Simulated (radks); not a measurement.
Species: the chromium ion Cr4+. Configuration: [Ar] 3d2 (the NIST ground configuration).

Calculated with a radial shooting solver on a logarithmic mesh with Libxc functionals: non-relativistic Kohn-Sham, LDA (Slater exchange, VWN5 correlation), spin-unpolarised, spherical densities, point nucleus.

Energy parts (hartree):
part                       energy
total                 -1038.22409
kinetic                1036.95754
electron-nucleus      -2424.37789
Hartree                 393.64150
exchange-correlation    -44.44524

Orbitals (lengths in bohr, moments of r in powers of bohr):
orbital,occ.,eigenvalue (hartree),<r>
1s,2,-216.1460,0.06431
2s,2,-26.44414,0.2968
2p,6,-22.85100,0.2613
3s,2,-4.81315,0.8841
3p,6,-3.79303,0.9199
3d,2,-2.15241,1.015

The highest occupied level is 3d at -58.570 eV. Virial ratio -V/T = 2.00122.
